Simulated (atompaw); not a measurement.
Cutoff test, As, PAW (atompaw)

| Quantity | Value |
| --- | --- |
| Element | arsenic |
| Generator | atompaw 4.2.0.5 |
| Type | PAW |
| Functional | LDA (PW92) |
| Relativity | scalar-relativistic |
| Frozen core | [Ar] 3d10 |
| Valence charge | 5 |
| Reference configuration | 4s1 4p4 |
| Partial waves | 4s (bound); 4s channel at 0.3 Ry; 4p (bound); 4p channel at 4.15 Ry; 4d channel at 0.25 Ry |
| Local potential | ultrasoft scheme with l = 3 at -0.5 Ry, radius 1.35 bohr |
| Core correction | smooth core density matched at 1.02 bohr |
| Augmentation charge | sinc compensation charge, radius 1.75 bohr; PAW radius 1.85 bohr; waves and projectors: bloechl |

The pseudo-atom Hamiltonian at the reference potential is diagonalised in spherical Bessel functions j_l(qr) that vanish at 20 bohr, with q² up to the cutoff. All-electron valence levels (Ry): 4s -1.1454, 4p -0.4391.

**Question.** How do the lowest levels (Ry) of each channel move with the cutoff, and are there ghosts?

**Answer.**

```json
{"cutoff (Ry)": "8", "s #1": "-1.1432", "s #2": "-0.0386", "s #3": "0.0644", "p #1": "-0.4360", "p #2": "0.0279", "d #1": "0.0624", "f #1": "0.1143", "Σ f·Δε (mRy)": "14.8"}
{"cutoff (Ry)": "12", "s #1": "-1.1447", "s #2": "-0.0386", "s #3": "0.0644", "p #1": "-0.4380", "p #2": "0.0278", "d #1": "0.0624", "f #1": "0.1143", "Σ f·Δε (mRy)": "5.2"}
{"cutoff (Ry)": "18", "s #1": "-1.1450", "s #2": "-0.0386", "s #3": "0.0644", "p #1": "-0.4381", "p #2": "0.0278", "d #1": "0.0624", "f #1": "0.1143", "Σ f·Δε (mRy)": "4.3"}
{"cutoff (Ry)": "25", "s #1": "-1.1451", "s #2": "-0.0387", "s #3": "0.0644", "p #1": "-0.4385", "p #2": "0.0278", "d #1": "0.0624", "f #1": "0.1143", "Σ f·Δε (mRy)": "2.5"}
{"cutoff (Ry)": "35", "s #1": "-1.1454", "s #2": "-0.0391", "s #3": "0.0641", "p #1": "-0.4390", "p #2": "0.0277", "d #1": "0.0624", "f #1": "0.1143", "Σ f·Δε (mRy)": "0.4"}
{"cutoff (Ry)": "45", "s #1": "-1.1454", "s #2": "-0.3264", "s #3": "-0.0361", "p #1": "-0.4391", "p #2": "0.0277", "d #1": "0.0624", "f #1": "0.1143", "Σ f·Δε (mRy)": "0.2"}
{"cutoff (Ry)": "400", "s #1": "-1.7563", "s #2": "-1.1454", "s #3": "-0.0383", "p #1": "-0.4391", "p #2": "0.0277", "d #1": "0.0624", "f #1": "0.1143", "Σ f·Δε (mRy)": "0.0"}
```

Result: ghost state, extra bound levels that the all-electron valence spectrum of the same l lacks: s at -23.9 eV (a true bound ghost makes a file unfit for plane-wave use); 10 mRy is reached at 10 Ry and 1 mRy at 35 Ry.
